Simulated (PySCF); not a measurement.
Unknowns

Computational details: couplings computed with B3LYP/pcJ-1 (spin–dipole term left out of most H,H and C,H couplings), PBE0/pcSseg-1 with gauge-including orbitals, GFN2-xTB structure, in PySCF (rapidly exchanging positions averaged, one computed conformer, isolated molecule, relativity neglected).

References, each an isolated molecule treated in the same way: 1H (σref 31.72), 13C (σref 186.93) against TMS. Multiplet labels drop J under 1 Hz and among equivalent protons, and merge close values. Unscaled 3J(H,H) run several per cent high. Splittings of carbon signals by F and P are missing where no couplings were computed. Where no couplings were computed, multiplicities follow the n + 1 count of equivalent neighbours, and m marks all less simple cases (inequivalent or close neighbours, rings, F or P nearby). One-bond C–F couplings are unscaled and too large by tens of Hz. Shifts are as computed. Against solution values, carbons near 30 ppm lie about +3 ppm off and those near 130 ppm about +5 ppm. Of 1211 compounds with measured shifts, 218 miss one by over three times the rms of a fit or turn the order of signals round; such compounds aren't used in these exercises.

**Question.** C$_{4}$H$_{9}$O$_{4}$P. 1H NMR (600 MHz, computed): δ 4.48 (m, 2H), 4.39 (m, 2H), 4.09 (m, 3H), 2.26 (m, 1H), 1.16 (m, 1H). 13C{1H} NMR (computed): δ 69.8 (CH2), 54.5 (CH3), 31.0 (CH2). Give a structure.

**Answer.** `COP1(=O)OCCCO1`. 3 carbon signals for 4 carbons: some carbons are equivalent by symmetry or fast rotation. Carbon types of the structure: 3 × CH2, 1 × CH3, which accounts for all hydrogens. δC 69.8: sp3 CH2 bonded to O; pulled downfield by the heteroatom. δC 54.5: methyl carbon bonded to O; the inductive effect lowers its shielding. δH 4.48, 4.39: hydrogen on an sp3 CH2 bonded to O; its carbon carries O, which withdraws density. δH 4.09: hydrogen on a methyl carbon bonded to O; its carbon carries O, hence the downfield position.

The shifts were computed for this structure.

**Question.** C$_{5}$H$_{5}$F$_{3}$. 1H NMR (600 MHz, computed): δ 3.01 (qq, J = 7.8, 3.5 Hz, 2H), 2.04 (t, J = 3.5 Hz, 3H). 13C{1H} NMR (computed): δ 134.6 (C, q, J = 345.3 Hz), 88.7 (C), 74.9 (C, q, J = 3.7 Hz), 29.5 (CH2, q, J = 32.5 Hz), 4.5 (CH3). Identify the compound.

**Answer.** SMILES CC#CCC(F)(F)F. Rings plus π bonds: 2 (no ring in the answer). 5 carbon signals for 5 carbons: no two carbons are equivalent. Carbon types of the structure: 3 × C, 1 × CH2, 1 × CH3, which accounts for all hydrogens. δC 134.6: CF3 carbon; 3 electronegative neighbours deshield it. δC 88.7, 74.9: alkyne carbon; sp carbons lie upfield of alkene carbons because the cylindrical π system leaves one tensor component strongly shielded. δC 29.5: propargylic sp3 CH2; aliphatic region, no heteroatom directly attached. δC 4.5: propargylic methyl carbon; a saturated carbon with 1 carbon neighbour and no heteroatom attached.

The shifts were computed for this structure.
